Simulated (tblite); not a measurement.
Species: C₈H₁₁P.
Atom-mapped SMILES: `[CH2:1]=[CH:2][p:3]1[c:4]([CH3:5])[cH:6][cH:7][c:8]1[CH3:9]` (hydrogens: H10, H11 on C1; H12 on C2; H13, H14, H15 on C5; H16 on C6; H17 on C7; H18, H19, H20 on C9)

Structure used (GFN2-xTB), in Å, numbered top down from 1:
```xyz
20
C8H11P angstrom
C     -0.0741    2.9226   -0.2521
C     -0.3154    1.6527    0.0267
P      0.7916    0.3038   -0.5214
C      0.8362   -0.6165    1.0599
C      1.7288   -0.2143    2.1835
C      0.0342   -1.6939    1.0023
C     -0.7226   -1.8180   -0.2190
C     -0.5109   -0.8374   -1.1139
C     -1.1448   -0.6859   -2.4541
H      0.7930    3.2221   -0.8181
H     -0.7302    3.7150    0.0741
H     -1.1855    1.3459    0.5960
H      1.6352   -0.9071    3.0179
H      1.4776    0.7895    2.5289
H      2.7680   -0.1982    1.8545
H     -0.0657   -2.4138    1.8008
H     -1.4126   -2.6343   -0.3717
H     -1.8641   -1.4830   -2.6336
H     -1.6574    0.2741   -2.5266
H     -0.3865   -0.7127   -3.2370
```

Computed with GFN2-xTB (tblite): harmonic, unscaled wavenumbers at the GFN2-xTB geometry, gas phase. The method is semi-empirical: single wavenumbers can be off by several per cent or more. One conformer, not necessarily the lowest.

Harmonic wavenumbers (cm⁻¹): 32.9, 68.9, 80.1, 94.3, 142.4, 150.3, 226.7, 310.6, 318.2, 329.2, 415.2, 465.5, 471.9, 562.8, 643.9, 650.1, 688.9, 708.0, 822.9, 862.8, 896.2, 973.9, 997.0, 999.4, 1000.4, 1022.6, 1023.2, 1062.7, 1165.8, 1176.5, 1218.6, 1220.2, 1294.4, 1393.2, 1398.0, 1398.2, 1470.8, 1471.1, 1478.1, 1479.7, 1576.4, 1636.6, 1654.4, 2985.5, 2986.1, 3002.9, 3003.9, 3012.0, 3021.2, 3021.8, 3069.8, 3079.0, 3079.7, 3108.9.

A = 1595, B = 1515, C = 885.0 MHz; mass 138.060 u (most abundant isotopes); point group Cs, symmetry number 1.

Q: What is the zero-point energy?

A: ½Σν̃ = 35212 cm⁻¹ = 100.68 kcal/mol.

Q: Entropy at 500 K, 1 bar (ideal gas, RRHO, classical rotation)?

A: Translation 43.27, rotation 30.94, vibration 56.16: S = 130.4 cal/(mol K).

Q: And Cp and H(500 K) − H(0)?

A: Cp = 60.11 cal/(mol K), of which vibrations give 52.16 (their classical limit is 54 R = 107.3); H(500 K) − H(0) = 17.84 kcal/mol without the zero-point energy, 13.87 from vibrations.

Q: Which modes carry the vibrational entropy at 500 K?

A: 32.9 cm⁻¹: 6.67; 68.9 cm⁻¹: 5.21; 80.1 cm⁻¹: 4.91; 94.3 cm⁻¹: 4.59; 142.4 cm⁻¹: 3.77; 150.3 cm⁻¹: 3.67 cal/(mol K); the other 48 give 27.35 together.

Q: What must be added to the electronic energy to get the Gibbs energy at 500 K and 1 bar?

A: ZPE + [H(500 K) − H(0)] − T·S = 100.68 + 17.84 − 65.19 = 53.33 kcal/mol.

Hindered rotation and anharmonicity are outside this model. Other conformers, if any are populated, would add a mixing term that is left out.
